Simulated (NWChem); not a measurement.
Molecule: SiH2OClF; SMILES O[SiH](F)Cl

```xyz
6

Si    -0.0026     0.4328     0.3759
O     -1.3216     1.1810    -0.2363
F      1.3462     1.0421    -0.2668
Cl     0.0015    -1.5636    -0.0964
H      0.0111     0.6405     1.8310
H     -1.5435     1.0543    -1.1640
```
Atoms are numbered in this order, from 1.

Results from NWChem. Pople sets run with spherical d functions. The geometry was optimised at PBE0/def2-SVP. Ions are spin-unrestricted doublets at the neutral geometry; other ion states weren't tried. Functional: LC-ωPBE (HJS hole) with 6-31G*; rows give the range parameter ω in 1/bohr.

For range parameter (1/bohr) 0.60:

- vertical ionisation energy, ΔSCF (eV): 12.64
- −ε(HOMO) (eV): 13.23

Question: What are these values for range parameter (1/bohr) 0.30?

Answer: vertical ionisation energy, ΔSCF (eV): 12.32
−ε(HOMO) (eV): 11.56
